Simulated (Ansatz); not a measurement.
Start from `CB([SiH3])S` and change one atom or group to get `CB([SiH3])CCl`.

Ansatz, PBE0-D4/def2-TZVP geometries, multiplicity 1. Each molecule was computed in one conformer, which needn't be the lowest.

```
                                          property  `CB([SiH3])S`
size of the dipole moment (ωB97M-V/def2-TZVPP) / D           1.77
             HOMO–LUMO gap (B3LYP/def2-TZVPP) / eV           6.39
  size of the dipole moment (B3LYP/def2-TZVPP) / D           1.75
                LUMO energy (PBE0/def2-TZVPP) / eV          -1.37
                 LUMO energy (PBE/def2-TZVPP) / eV          -2.28
               HOMO–LUMO gap (PBE/def2-TZVPP) / eV           4.62
```

(1) Give the same properties after the change, and the shifts. (Best estimate.)

Results:

(1) The calculation gave: 
```
                                          property  `CB([SiH3])CCl`  shift
size of the dipole moment (ωB97M-V/def2-TZVPP) / D             1.90   0.13
             HOMO–LUMO gap (B3LYP/def2-TZVPP) / eV             6.35  -0.04
  size of the dipole moment (B3LYP/def2-TZVPP) / D             1.89   0.14
                LUMO energy (PBE0/def2-TZVPP) / eV            -1.13   0.24
                 LUMO energy (PBE/def2-TZVPP) / eV            -2.10   0.18
               HOMO–LUMO gap (PBE/def2-TZVPP) / eV             4.52  -0.10
```

Dipoles are sizes alone; their direction can turn.

B3LYP here is the variant with VWN-RPA as its local correlation; programs differ in this.
